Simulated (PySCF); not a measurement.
These are M06-2X/def2-TZVP (PySCF 2.14.0) values and carry that method's errors. Isolated molecules, 0 K electronic values unless said otherwise. One relaxed conformer stands for a flexible species; it need not be the lowest. Excitations are Tamm–Dancoff values on a coarser integration grid. The basis has no diffuse functions, so Rydberg states are missing or too high.

Reference species (SMILES): `BC(=O)OC` (neutral, multiplicity 1).

* **HOMO–LUMO gap**: 8.48 eV
* **S1–T1 gap (TDA)**: 0.67 eV
* **S1 oscillator strength**: 0.018
* **T1 excitation (TDA)**: 4.34 eV

Changed species: `BN` (X = amino; the reference has X = methoxycarbonyl).

Predict the effect on the HOMO–LUMO gap, S1–T1 gap (TDA), S1 oscillator strength and T1 excitation (TDA).

the HOMO–LUMO gap goes up by 2.67 eV, to 11.15 eV; the S1–T1 gap (TDA) rises by 0.33 eV, to 1.00 eV; the S1 oscillator strength decreases by 0.018, to 0.000; the T1 excitation (TDA) rises by 1.91 eV, to 6.25 eV.
